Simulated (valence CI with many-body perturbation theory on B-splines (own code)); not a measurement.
# E1 transitions of Os²⁶⁺

Level of theory: relativistic CI+MBPT: four valence electrons over a frozen Dirac-Fock core [Kr] 4d10, radial functions for each j: 7 s, 7 p, 7 d, 7 f, 4 g, 2 h, with the one-electron correlation potential Σ1 (screened to all orders), the two-electron term Σ2, the three-electron term Σ3, Breit, model QED; selected single and double excitations, second order for the rest, scaled by the run's own slope (own B-spline code, finite nucleus).

The last digits are not significant, and no measured levels were compared; by estimate large intervals hold to a few tenths of a per cent, small ones and those within an open d or f shell to about a per cent. Excitations out of the core, of the other parity, are not computed and may begin above about 171 eV (a cautious bound); beyond it only levels of the ground parity were kept, without lifetimes.

Lines 101 to 150 of 364 in falling wavelength, among levels below 1380200 cm⁻¹, chosen from the strongest by gf and those to the six lowest levels. Wavelengths and rates use the calculated energies. Electric multipoles are in the length gauge, E1 and E2 with the static RPA response of the core. Weak lines are less certain than strong ones. Lines between different terms over intervals too small for the method are left out, as are lines whose strength nearly cancels. Where a level lies close to another of its J and parity, the split of strength between their lines is uncertain. The highest levels of a list are the least certain.

Levels are named by their leading jj configuration (3d3/2^4 stands for four electrons in 3d with j = 3/2), which in mixed levels can hold well under half, so a name can repeat and another be missing. Letters in brackets count levels of one name in rising energy.

| λ vac (Å) | Upper | Lower | A (s⁻¹) | S (a.u.) |
| --- | --- | --- | --- | --- |
| 321.6 | (4f5/2^2 4f7/2 5p1/2) J=5 [a] | (4f5/2 4f7/2^2 5s) J=6 [b] | 1.64e+07 | 2.97e-03 |
| 321.4 | (4f5/2^2 4f7/2 5p1/2) J=6 | (4f5/2 4f7/2^2 5s) J=5 [a] | 5.46e+06 | 1.16e-03 |
| 321.2 | (4f5/2^2 4f7/2 5p1/2) J=7 | (4f5/2^2 4f7/2 5s) J=7 [c] | 8.77e+06 | 2.15e-03 |
| 321.1 | (4f5/2^3 5p1/2) J=2 | (4f5/2^2 4f7/2 5s) J=2 [c] | 1.80e+06 | 1.47e-04 |
| 320.8 | (4f5/2^2 4f7/2 5p1/2) J=5 [b] | (4f5/2^2 4f7/2 5s) J=6 [c] | 8.03e+06 | 1.44e-03 |
| 319.6 | (4f5/2^2 4f7/2 5p1/2) J=5 [b] | (4f5/2 4f7/2^2 5s) J=4 [c] | 1.18e+07 | 2.09e-03 |
| 319.0 | (4f5/2^2 4f7/2 5p1/2) J=3 | (4f5/2^2 4f7/2 5s) J=2 [e] | 6.61e+05 | 7.41e-05 |
| 318.1 | (4f5/2 4f7/2^2 5p1/2) J=6 | (4f5/2^2 4f7/2 5s) J=7 [c] | 1.37e+07 | 2.83e-03 |
| 317.5 | (4f5/2^2 4f7/2 5p1/2) J=1 | (4f5/2^2 4f7/2 5s) J=2 [e] | 3.31e+07 | 1.57e-03 |
| 317.4 | (4f5/2^3 5p1/2) J=1 | (4f5/2^2 4f7/2 5s) J=1 [b] | 4.63e+06 | 2.19e-04 |
| 317.4 | (4f5/2^2 4f7/2 5p1/2) J=7 | (4f5/2^2 4f7/2 5s) J=8 | 1.85e+06 | 4.38e-04 |
| 317.3 | (4f5/2^3 5p1/2) J=3 | (4f5/2 4f7/2^2 5s) J=4 [c] | 8.89e+06 | 9.82e-04 |
| 317.1 | (4f5/2^2 4f7/2 5p1/2) J=4 | (4f5/2 4f7/2^2 5s) J=4 [c] | 3.43e+06 | 4.86e-04 |
| 316.2 | (4f5/2^3 5p1/2) J=1 | (4f5/2^2 4f7/2 5s) J=2 [c] | 1.19e+07 | 5.58e-04 |
| 315.9 | (4f5/2^2 4f7/2 5p1/2) J=1 | (4f5/2 4f7/2^2 5s) J=1 [a] | 3.86e+06 | 1.80e-04 |
| 315.6 | (4f5/2^3 5p1/2) J=1 | (4f5/2^2 4f7/2 5s) J=0 | 1.27e+06 | 5.90e-05 |
| 314.5 | (4f5/2^2 4f7/2 5p1/2) J=6 | (4f5/2^2 4f7/2 5s) J=7 [a] | 2.03e+06 | 4.05e-04 |
| 314.4 | (4f5/2^3 5p1/2) J=4 | (4f5/2^2 4f7/2 5s) J=3 [a] | 7.82e+06 | 1.08e-03 |
| 314.0 | (4f5/2^3 5p1/2) J=3 | (4f5/2^2 4f7/2 5s) J=2 [d] | 4.08e+07 | 4.37e-03 |
| 312.7 | (4f5/2^3 5p1/2) J=4 | (4f5/2^2 4f7/2 5s) J=5 [b] | 3.23e+07 | 4.39e-03 |
| 312.2 | (4f5/2^3 5p1/2) J=4 | (4f5/2^2 4f7/2 5s) J=4 [a] | 2.41e+06 | 3.26e-04 |
| 312.1 | (4f5/2^3 5p1/2) J=2 | (4f5/2^2 4f7/2 5s) J=3 [d] | 1.89e+07 | 1.42e-03 |
| 311.9 | (4f5/2^2 4f7/2 5p1/2) J=5 [a] | (4f5/2^2 4f7/2 5s) J=4 [c] | 3.23e+07 | 5.32e-03 |
| 311.6 | (4f5/2^3 5p1/2) J=3 | (4f5/2 4f7/2^2 5s) J=3 [a] | 4.69e+05 | 4.91e-05 |
| 311.4 | (4f5/2^2 4f7/2 5p1/2) J=4 | (4f5/2 4f7/2^2 5s) J=3 [a] | 1.61e+07 | 2.15e-03 |
| 311.3 | (4f5/2^2 4f7/2 5p1/2) J=2 | (4f5/2^2 4f7/2 5s) J=2 [d] | 3.62e+07 | 2.70e-03 |
| 311.3 | (4f5/2^2 4f7/2 5p1/2) J=3 | (4f5/2 4f7/2^2 5s) J=4 [c] | 8.04e+06 | 8.38e-04 |
| 311.1 | (4f5/2^3 5p1/2) J=3 | (4f5/2^2 4f7/2 5s) J=3 [e] | 1.26e+06 | 1.31e-04 |
| 310.9 | (4f5/2^2 4f7/2 5p1/2) J=4 | (4f5/2^2 4f7/2 5s) J=3 [e] | 1.80e+07 | 2.41e-03 |
| 310.7 | (4f5/2 4f7/2^2 5p1/2) J=6 | (4f5/2 4f7/2^2 5s) J=5 [c] | 4.45e+07 | 8.57e-03 |
| 310.4 | (4f5/2^2 4f7/2 5p1/2) J=5 [b] | (4f5/2 4f7/2^2 5s) J=4 [b] | 1.27e+06 | 2.06e-04 |
| 309.9 | (4f5/2^2 4f7/2 5p1/2) J=5 [b] | (4f5/2 4f7/2^2 5s) J=5 [c] | 1.16e+06 | 1.87e-04 |
| 309.0 | (4f5/2^2 4f7/2 5p1/2) J=2 | (4f5/2 4f7/2^2 5s) J=3 [a] | 1.49e+07 | 1.08e-03 |
| 308.5 | (4f5/2^2 4f7/2 5p1/2) J=2 | (4f5/2^2 4f7/2 5s) J=3 [e] | 4.75e+07 | 3.44e-03 |
| 308.3 | (4f5/2^3 5p1/2) J=3 | (4f5/2 4f7/2^2 5s) J=4 [b] | 3.69e+06 | 3.73e-04 |
| 308.1 | (4f5/2^2 4f7/2 5p1/2) J=3 | (4f5/2^2 4f7/2 5s) J=2 [d] | 8.13e+05 | 8.22e-05 |
| 308.1 | (4f5/2^2 4f7/2 5p1/2) J=4 | (4f5/2 4f7/2^2 5s) J=4 [b] | 2.42e+07 | 3.14e-03 |
| 307.2 | (4f5/2 4f7/2^2 5p1/2) J=6 | (4f5/2 4f7/2^2 5s) J=5 [b] | 2.33e+07 | 4.33e-03 |
| 306.7 | (4f5/2^2 4f7/2 5p1/2) J=1 | (4f5/2^2 4f7/2 5s) J=2 [d] | 2.49e+06 | 1.07e-04 |
| 306.5 | (4f5/2^2 4f7/2 5p1/2) J=5 [b] | (4f5/2 4f7/2^2 5s) J=5 [b] | 9.31e+07 | 1.45e-02 |
| 306.4 | (4f5/2^2 4f7/2 5p1/2) J=5 [b] | (4f5/2 4f7/2^2 5s) J=4 [a] | 1.03e+08 | 1.61e-02 |
| 305.8 | (4f5/2^2 4f7/2 5p1/2) J=3 | (4f5/2 4f7/2^2 5s) J=3 [a] | 9.18e+07 | 9.07e-03 |
| 305.5 | (4f5/2^2 4f7/2 5p1/2) J=7 | (4f5/2^2 4f7/2 5s) J=7 [b] | 8.61e+07 | 1.82e-02 |
| 304.7 | (4f5/2^3 5p1/2) J=3 | (4f5/2^2 4f7/2 5s) J=2 [c] | 3.20e+07 | 3.13e-03 |
| 304.4 | (4f5/2^2 4f7/2 5p1/2) J=7 | (4f5/2 4f7/2^2 5s) J=6 [b] | 1.19e+07 | 2.47e-03 |
| 304.3 | (4f5/2^3 5p1/2) J=3 | (4f5/2 4f7/2^2 5s) J=4 [a] | 4.85e+06 | 4.72e-04 |
| 304.2 | (4f5/2^2 4f7/2 5p1/2) J=1 | (4f5/2^2 4f7/2 5s) J=1 [c] | 8.02e+07 | 3.34e-03 |
| 304.2 | (4f5/2^2 4f7/2 5p1/2) J=4 | (4f5/2 4f7/2^2 5s) J=5 [b] | 5.92e+07 | 7.40e-03 |
| 304.1 | (4f5/2^2 4f7/2 5p1/2) J=4 | (4f5/2 4f7/2^2 5s) J=4 [a] | 1.62e+06 | 2.03e-04 |
| 303.2 | (4f5/2^2 4f7/2 5p1/2) J=2 | (4f5/2^2 4f7/2 5s) J=1 [b] | 1.51e+07 | 1.04e-03 |
